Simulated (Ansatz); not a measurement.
NbS2, relaxed as a doublet with UKS PBE-D4/def2-TZVP in Ansatz, starting from the GFN1-xTB geometry. Force threshold 0.02 eV/Å.

In the def2 sets Nb takes a core potential; there is no spin–orbit coupling. The charge 0 doublet is spin-contaminated (final ⟨S²⟩ up to 1.73, 0.75 for a pure state). The relaxation made no stability test and no search for a lower SCF solution. At PBE-D4/def2-TZVP a quartet of charge 0 lies 0.42 eV below the doublet, each at its own geometry. The structure comes from a short search, and lower isomers may exist.

Start:

```xyz
3

Nb    0.1018   -1.3343    0.3492
S     0.9517    0.7890   -0.0009
S    -1.0535    0.5453   -0.3483
```

**Question.** Estimate the energy that the relaxation releases and the steps that it takes.

**Answer.** 0.2 kJ/mol, in 3 steps; 3.3 s on 4 threads of Arm Neoverse V2 on a shared host. No frequencies were taken in this run, so the end may be a saddle point.

**Question.** Does the start keep its bonding and symmetry?

**Answer.** By distances, no bond broke or formed. The bond that changes most is S2–S3, from 2.05 to 2.06 Å (atoms count from 1). Point group C2v at the start, C2v at the end, both within 0.05 Å.

**Question.** Predict the relaxed structure.

**Answer.** 
```xyz
3

Nb    0.1022   -1.3396    0.3506
S     0.9567    0.7924   -0.0007
S    -1.0589    0.5473   -0.3498
```
Bond lengths: 2 × Nb–S 2.32 Å; 1 × S–S 2.06 Å.
